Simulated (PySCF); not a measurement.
How methods differ on the ionisation energy of Co

Co [Ar] 3d7 4s2 (4F) → Co+ [Ar] 3d8 (3F), as a difference of total energies. Computed with PySCF 2.14 in ANO-RCC-VTZP (6s5p3d2f1g, 59 functions), with scalar relativity by spin-free X2C-1e. Correlated levels: valence: [Ar] frozen. The calculations carry no spin-orbit coupling.

```tsv
method	ionisation energy (eV)
UHF	8.118
MP2 (valence)	7.102
SCS-MP2 (valence)	7.182
CCSD (valence)	7.789
CCSD(T) (valence)	7.825
```

Errors of the correlated levels include the incompleteness of this basis and the frozen core.

Problem. Which method comes closest to the reference value, and which is furthest?

Solution. The reference is 7.869 eV (measured; NIST levels, between the centres of gravity of the two terms). Closest: CCSD(T) (valence) (error -0.044 eV); furthest: MP2 (valence) (error -0.767 eV).
